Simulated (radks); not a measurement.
Spin polarisation of the 5d5 shell in Re2+. Start: [Xe] 4f14 5d(up 2.5, down 2.5); electrons of 5d are moved from spin down to spin up, other shells keep equal spins. All-electron calculation, non-relativistic Kohn-Sham, PBE, spin-polarised, spherical densities, point nucleus. Program: a radial shooting solver on a logarithmic mesh with Libxc functionals.

[
 {"moment (Bohr magnetons)": "0", "E - E(0) (eV)": "0.000", "e(5d up) (eV)": "-22.082", "e(5d down) (eV)": "-22.082", "5p down minus up (eV)": "0.000"},
 {"moment (Bohr magnetons)": "1", "E - E(0) (eV)": "-0.171", "e(5d up) (eV)": "-22.406", "e(5d down) (eV)": "-21.720", "5p down minus up (eV)": "0.612"},
 {"moment (Bohr magnetons)": "2", "E - E(0) (eV)": "-0.687", "e(5d up) (eV)": "-22.694", "e(5d down) (eV)": "-21.318", "5p down minus up (eV)": "1.227"},
 {"moment (Bohr magnetons)": "3", "E - E(0) (eV)": "-1.549", "e(5d up) (eV)": "-22.946", "e(5d down) (eV)": "-20.873", "5p down minus up (eV)": "1.850"},
 {"moment (Bohr magnetons)": "4", "E - E(0) (eV)": "-2.761", "e(5d up) (eV)": "-23.162", "e(5d down) (eV)": "-20.385", "5p down minus up (eV)": "2.481"},
 {"moment (Bohr magnetons)": "5", "E - E(0) (eV)": "-4.333", "e(5d up) (eV)": "-23.343", "e(5d down) (eV)": "-19.807", "5p down minus up (eV)": "3.123"}
]

At moment 5 the spin-polarisation energy is -4.333 eV and the 5d exchange splitting 3.536 eV, that is 0.707 eV per Bohr magneton; E = -I m^2/4 would give I = 0.693 eV.
